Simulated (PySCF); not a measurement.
## Electric properties by functional and basis

Germanium monoselenide, GeSe.
Bonds: Ge1–Se2 (triple).

PySCF, dipoles from the SCF density, polarisabilities from static response with core orbitals frozen. Isolated species at its PBE0-D3(BJ)/def2-SVP geometry, gas phase. Relativistic effects, spin–orbit coupling among them, are left out although an element past zinc is present.

Problem. How do dipole and polarisability depend on functional and basis here?

Solution. 

| level | μ (D) | error (%) | α (Å³) | anisotropy (Å³) |
| --- | --- | --- | --- | --- |
| LDA/def2-SVPD | 1.602 | -2.8 | 9.04 | 5.67 |
| PBE/def2-SVPD | 1.619 | -1.8 | 9.14 | 5.68 |
| B3LYP/def2-SVPD | 1.845 | +12.0 | 9.05 | 5.60 |
| PBE0/def2-SVPD | 1.869 | +13.4 | 8.99 | 5.45 |
| BHandHLYP/def2-SVPD | 2.129 | +29.2 | 8.91 | 5.35 |
| CAM-B3LYP/def2-SVPD | 2.031 | +23.3 | 8.92 | 5.42 |
| wB97X-D/def2-SVPD | 2.042 | +23.9 | 9.04 | 5.44 |
| LC-wPBE/def2-SVPD | 2.169 | +31.6 | 8.75 | 5.15 |
| HF/def2-SVPD | 2.501 | +51.7 | 8.95 | 4.96 |
| PBE0/6-31G* | 1.804 | +9.5 | 7.15 | 7.32 |
| PBE0/def2-SVP | 1.707 | +3.6 | 6.93 | 6.61 |
| PBE0/aug-cc-pVDZ | 1.874 | +13.7 | 8.90 | 5.70 |
| PBE0/def2-TZVP | 1.906 | +15.7 | 7.99 | 6.30 |
| PBE0/def2-TZVPD | 1.900 | +15.3 | 9.08 | 5.55 |
| PBE0/aug-cc-pVTZ | 1.886 | +14.4 | 9.09 | 5.60 |

Reference dipole: 1.648 D (measured, gas; NIST CCCBDB Release 22 (SRD 101), experimental dipoles). The anisotropy is √(½[(α1 − α2)² + (α2 − α3)² + (α3 − α1)²]). For the dipole, the smallest error is 1.8% (PBE/def2-SVPD) and the largest 51.7% (HF/def2-SVPD). The dipole runs from 1.60 D (LDA/def2-SVPD) to 2.50 D (HF/def2-SVPD). No reference polarisability is at hand; against PBE0 in the largest diffuse basis at hand (aug-cc-pVTZ) the other PBE0 rows deviate by 6-31G* -21%, def2-SVP -24%, aug-cc-pVDZ -2%, def2-SVPD -1%, def2-TZVP -12%, def2-TZVPD 0%. In one basis (def2-SVPD) the functionals order the polarisability from LC-wPBE (lowest) to PBE (highest), a spread of 4%. With PBE0 the polarisability is 7.36 Å³ without diffuse functions (mean of 6-31G*, def2-SVP and def2-TZVP) and 9.01 Å³ with them (mean of aug-cc-pVDZ, def2-SVPD, def2-TZVPD and aug-cc-pVTZ). Measured values can belong to vibrating molecules; the computed ones are for one fixed geometry.
